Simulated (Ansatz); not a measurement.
`CC(S)BO`, charge 0, multiplicity 1.

Q: Give a relaxed structure at PBE0-D4/def2-TZVP (Ansatz 0.2.0). (An estimate is asked.)

A: Computed: 
Cartesian coordinates in Å:
```
C 0.812 -1.144 -0.121
C 0.297 0.246 -0.448
S 1.205 1.445 0.612
B -1.188 0.570 -0.036
O -1.918 -0.208 0.794
H 1.876 -1.247 -0.347
H 0.690 -1.385 0.941
H 0.273 -1.895 -0.705
H 0.516 0.492 -1.489
H 0.616 2.560 0.149
H -1.722 1.566 -0.438
H -1.457 -0.999 1.088
```
This is one stationary point; other conformers may exist.
